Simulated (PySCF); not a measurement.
**Fractional electron number in Au²⁺ (gold, charge +2)**

The 5d beta orbital of [Xe] 4f14 5d9 is emptied in steps (occupation f), with all orbitals relaxed, ending at [Xe] 4f14 5d8. Computed with PySCF 2.14 in def2-TZVPPD with the def2 core potential (60 electrons) (6s5p3d2f1g, 59 functions), with scalar relativity through the core potential. The exact energy is a straight line in f; departures are measured from the line between the end points of the same method.

Question: Among BHandHLYP, wB97X, BLYP, which shows the largest delocalisation error (convex curve), and which is closest to linear?

Answer: Most convex: BLYP (-1.560 eV at f = 0.5); closest to linear: wB97X (-0.446 eV).

```csv
f,BHandHLYP (eV),wB97X (eV),BLYP (eV)
1,0.000,0.000,0.000
0.75,-0.460,-0.331,-1.164
0.5,-0.620,-0.446,-1.560
0.25,-0.470,-0.338,-1.174
0,0.000,0.000,0.000
```

| method | E(f=0) − E(f=1) (eV) | −ε at f=1 (eV) | −ε at f=0.5 (eV) |
| --- | --- | --- | --- |
| BHandHLYP | 32.478 | 30.053 | 32.452 |
| wB97X | 32.676 | 30.929 | 32.658 |
| BLYP | 32.817 | 26.641 | 32.791 |

Reference removal energy between the ground levels: 30 ± 1.6 eV (theoretical estimate listed by NIST; NIST Atomic Spectra Database, ionization energies). The calculation has no spin-orbit coupling. The determinant left behind need not be the lowest term of the ion.
